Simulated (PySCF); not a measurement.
The dipole of `O=C/C(=C/C(F)(F)F)[SiH2]O` from its density and from atomic charges.

Coordinates (GFN2-xTB, Å) and charges (e) from the PBE0/pcSseg-1 density (PySCF):

```csv
atom,x,y,z,Mulliken,IAO,Hirshfeld,ESP-fitted
O1,-1.085,2.704,1.228,-0.3310,-0.3700,-0.2112,-0.4340
C2,-0.233,2.195,0.553,+0.2935,+0.2603,+0.1273,+0.4731
C3,-0.125,0.755,0.259,-0.5053,-0.3082,-0.0870,-0.2082
C4,-1.232,0.121,-0.119,-0.1290,-0.1608,-0.0545,-0.2731
C5,-1.273,-1.330,-0.466,+0.8082,+0.7948,+0.2640,+0.5970
F6,-0.565,-2.104,0.380,-0.2726,-0.2778,-0.0732,-0.1841
F7,-0.753,-1.586,-1.691,-0.2798,-0.2856,-0.0900,-0.2067
F8,-2.516,-1.815,-0.480,-0.2577,-0.2677,-0.0841,-0.1843
Si9,1.614,-0.035,0.442,+0.9610,+1.0121,+0.3915,+0.6477
O10,2.022,-0.887,-0.863,-0.5451,-0.7856,-0.3037,-0.6680
H11,0.584,2.790,0.103,+0.0911,+0.1075,+0.0463,+0.0020
H12,-2.183,0.625,-0.236,+0.1381,+0.1810,+0.0608,+0.2102
H13,2.590,1.040,0.388,-0.1287,-0.1331,-0.0722,-0.0983
H14,1.576,-0.807,1.678,-0.0969,-0.1403,-0.0761,-0.1098
H15,1.574,-1.661,-1.198,+0.2542,+0.3732,+0.1619,+0.4366
```

Task: Form Σ q r in debye for every column and set it beside the full dipole.

Result: The full density gives (0.86, -0.54, -0.69) D, 1.22 D in size; dipole vectors point from the negative to the positive end.

```
    scheme    μx     μy     μz  size (D)  share of the full size (%)  angle to the full dipole (°)
  Mulliken  2.94   0.36   0.54      3.01                         246                            58
       IAO  1.66   1.03   0.59      2.04                         167                            79
 Hirshfeld  0.59  -0.60  -0.42      0.94                          77                            14
ESP-fitted  0.88  -0.49  -0.65      1.20                          98                             3
```

Task: Which set comes closest?

Result: Length of the difference vector: ESP-fitted 0.07 D, Hirshfeld 0.38 D, IAO 2.18 D, Mulliken 2.58 D. Closest: ESP-fitted. The schemes that divide the density aren't constrained to reproduce the dipole.

Task: What is left for the Hirshfeld atoms' own dipoles?

Result: The Hirshfeld atoms' densities add up to the full density, so μ = Σ q r + Σ (atomic dipoles). The atomic dipoles sum to (0.86, -0.54, -0.69) − (0.59, -0.60, -0.42) = (0.27, 0.06, -0.27) D, 0.38 D in size.

Task: With the origin at the mean of the coordinates, (0.000, 0.001, -0.001) Å, which are the largest single terms, by size, of the IAO dipole along the direction of the full one?

Result: O10 -8.65, O1 +4.69, H15 +4.49, Si9 +4.37, C2 -1.80 D; all 15 atoms together +0.38 D. The single terms depend on the origin, their sum doesn't.

Task: Give the size of the full dipole in other units.

Result: 1.22 D = 0.481 au = 0.254 e·Å = 4.08 × 10⁻³⁰ C·m.

One conformer (not necessarily the lowest) at the GFN2-xTB geometry, without solvent, vibrations or thermal averaging.

These values come from a run that also computed NMR shieldings. Hardware: an Intel Xeon at 2.50 GHz with one thread, no GPU, shared host with 64 logical CPUs at a one-minute load of 63. Cost: 1.7 min of wall time, 0.83 GiB resident at most.

Conformer computed: `[O:1]=[CH:2]/[C:3](=[CH:4]/[C:5]([F:6])([F:7])[F:8])[SiH2:9][OH:10]`: O1–C2–C3–C4 47°, C3–C4–C5–F6 43°, C2–C3–Si9–O10 -130°, H–O10–Si9–C3 -62°.
